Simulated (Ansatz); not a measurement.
C2H3, doublet (typed; the unrestricted solution is spin-contaminated), at a GFN2-xTB geometry. Base run: HF/def2-SV(P) (Ansatz, a program for electronic structure).

Here is a job for Ansatz.
Ansatz 0.2 input:
```yaml
crystal:
  periodic: [false, false, false]
  atoms:
    - {symbol: C, position_ang: [0.05254389, -0.57433481, -0.01733787]}
    - {symbol: C, position_ang: [0.03699099, 0.71273635, 0.02197531]}
    - {symbol: H, position_ang: [-0.84387122, -1.20149708, -0.04055811]}
    - {symbol: H, position_ang: [0.97465882, -1.13961553, -0.03048968]}
    - {symbol: H, position_ang: [-0.66799688, 1.51070337, 0.04322315]}
basis:
  gaussian:
    orbitals: def2-SV_P_.json
hamiltonian:
  xc: hf
magnetization: {spin_polarized: true, initial_magnetization: 1}
```
The basis file holds def2-SV(P) in the JSON format of the Basis Set Exchange.

Variants of this job, named by their change:

| change | ΔE vs base (mEh) |
|---|---|
| base | 0.000 |
| occupation = up:A':6 A'':2 down:A':6 A'':1 | 183.3 |
| occupation = up:A':7 A'':1 down:A':6 A'':1 | 0.000 |
| symmetry_tolerance_ang = 0.01 | 0.000 |
| occupation = up:A':8 down:A':6 A'':1 | 339.0 |
